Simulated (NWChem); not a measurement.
Molecule: BH$_{2}$SeCl; SMILES [SeH]BCl

```xyz
5

B      0.7541     0.6031     0.0000
Cl    -0.1568     2.0950     0.0000
H      1.9558     0.6446     0.0000
Se    -0.0475    -1.1353     0.0000
H     -1.4454    -0.6749     0.0000
```
Atoms are numbered in this order, from 1.

Program: NWChem. Pople sets run with spherical d functions. Geometry: optimised at PBE0/def2-SVP. Total energies compare along this basis series because the functional is fixed.

```csv
level,basis functions,energy (Ha),highest occupied level (eV),orbital gap (eV),dipole (D)
B3LYP/STO-3G,34,-2855.8534,-5.66,6.76,1.19
B3LYP/3-21G,48,-2874.1562,-7.56,6.05,1.12
B3LYP/6-31G*,68,-2887.5923,___,___,___
B3LYP/6-311G**,100,-2887.8966,-7.63,5.97,0.82
```

Task: Some entries are withheld; supply them.

Result: 
- B3LYP/6-31G*, highest occupied level (eV): -7.50
- B3LYP/6-31G*, orbital gap (eV): 6.10
- B3LYP/6-31G*, dipole (D): 0.67
